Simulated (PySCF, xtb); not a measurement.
Ge(OMe)(SiH3) (CH6GeOSi), SMILES C[O][Ge][SiH3] (connectivity only; charge and spin as stated), neutral, multiplicity 1. The values are those of a single conformer.

Harmonic wavenumbers (cm⁻¹) from GFN2-xTB run with xtb at its own minimum, in rising order: 78, 96, 124, 164, 240, 289, 298, 379, 452, 777, 835, 837, 1058, 1125, 1133, 1409, 1476, 1481, 2130, 2131, 2174, 2932, 2947, 2958.

**Question.** What does PBE-D3(BJ)/def2-SVP run with PySCF give at its own minimum? (Estimate from the structure and the level; the computed values follow.)

**Answer.** 88, 98, 137, 159, 259, 285, 323, 420, 562, 805, 892, 905, 1084, 1120, 1135, 1402, 1405, 1415, 2102, 2118, 2133, 2917, 3004, 3020. Paired by order, the mean absolute difference is 32 cm⁻¹ and the zero-point energies are 39.3 and 39.7 kcal/mol.
